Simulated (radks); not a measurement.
All-electron atom: Zr VI in [Ar] 3d9 4s2 4p6 (not the ground configuration).

All-electron calculation, scalar-relativistic Kohn-Sham, LDA (Slater exchange, Perdew-Wang correlation), spin-polarised, spherical densities, finite nucleus; open shells are filled with parallel spins first (spin-orbit coupling, left out, can overturn this in heavy ions); Fermi nuclear charge, rms radius 4.2694 fm. Program: a radial shooting solver on a logarithmic mesh with Libxc functionals.

Energy parts (eV):
part                       energy
total                  -97498.946
kinetic                100233.463
electron-nucleus      -232197.036
Hartree                 37377.602
exchange-correlation    -2912.973

Orbitals (lengths in bohr, moments of r in powers of bohr):
orbital  occ.  eigenvalue (eV)      <r^4>  <1/r>
1s up       1        -17885.34  8.908e-06  41.20
1s down     1        -17885.30  8.908e-06  41.20
2s up       1        -2556.206   0.001679  9.238
2s down     1        -2554.692   0.001677  9.240
2p up       3        -2290.776   0.001203  9.007
2p down     3        -2289.603   0.001202  9.010
3s up       1        -484.8785    0.08732  3.168
3s down     1        -482.9767    0.08770  3.164
3p up       3        -398.3682    0.09655  3.017
3p down     3        -396.4730    0.09711  3.013
3d up       5        -256.9058     0.1068  2.792
3d down     4        -254.8381     0.1082  2.787
4s up       1        -117.0910      3.181  1.195
4s down     1        -116.7700      3.206  1.193
4p up       3         -93.0078      4.657  1.080
4p down     3         -92.7464      4.699  1.078

The highest occupied level is 4p down at -92.746 eV. Summed over all electrons, <r^2> = 17.78 bohr^2, which gives a Langevin (diamagnetic) susceptibility term of -14.1 x 10^-6 cm^3/mol. The electron density at the nucleus is 7.58e+04 e/bohr^3 (large components only).
